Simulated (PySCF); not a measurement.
C₇H₆ClN.
Numbering: `[N:1]#[C:2]/[CH:3]=[C:4]1[CH:5]=[C:6]\1[CH2:7][CH2:8][Cl:9]`

Probes without a nucleus sit at each ring's centroid and 1 Å off its mean plane on both sides; NICS is minus the shielding there, NICSzz its component along the normal. Level: GIAO PBE0/pcSseg-1 (PySCF, non-relativistic, gas phase) on the GFN2-xTB geometry, one conformer.

Ring bond lengths (Å), with Mayer bond orders in brackets: C4–C5 1.441 (0.95), C5–C6 1.333 (1.49), C6–C4 1.443 (0.95).

Task: What do the NICS probes read (ppm)?

Result: 
```json
{"ring": "C4–C5–C6", "type": "3-membered carbocycle; formal bonds 1 double, 2 single", "NICS(0)": "-25.0", "NICS(1), two faces": "-9.7 / -9.7", "NICS(1)zz, two faces": "-14.8 / -14.8", "rms pucker (Å)": "0.00", "centre to ring atoms, mean (Å)": "0.81"}
```

Task: What can be read from them?

Result: 
- C4–C5–C6: mean NICS(1)zz -14.8 ppm, shielded. NICS(0) lies 15 ppm below the mean NICS(1).

Task: How equal are the bonds by HOMA? HOMA = 1 − mean of α(R − Ropt)² over the ring bonds, with Krygowski's 1993 parameters (CC: Ropt 1.388 Å, α 257.7 Å⁻²).

Result: 
- C4–C5–C6: HOMA 0.23 = 1 − EN − GEO, with mean bond length 1.406 Å, EN = α(Ropt − mean)² = 0.080 and GEO = α × variance = 0.686.

Task: What is the mean of the two in-plane components of NICS at the first NICS(1) probe listed for ring C4–C5–C6, 1 Å off the ring?

Result: The isotropic value is a third of the trace: (3 × -9.7 − (-14.8))/2 = -7.1 ppm.

Task: How shielded are the nuclei of the rings and their hydrogens (means over atoms taken as equivalent)?

Result: 
```
  atoms                      environment  σ isotropic (ppm)  principal values of the symmetric part, first atom (ppm)
     C4  fully substituted alkene carbon               48.0                                        -78.9, 13.9, 209.2
     C5                 alkene CH carbon               49.6                                        -59.6, 16.7, 191.6
     C6  fully substituted alkene carbon               33.0                                        -89.6, 11.7, 177.0
H on C5                 vinylic hydrogen              23.68                                          21.4, 23.8, 25.9
```

The values belong to the conformer `[N:1]#[C:2]/[CH:3]=[C:4]1[CH:5]=[C:6]\1[CH2:7][CH2:8][Cl:9]`: C5–C6–C7–C8 0°, C6–C7–C8–Cl9 180°.
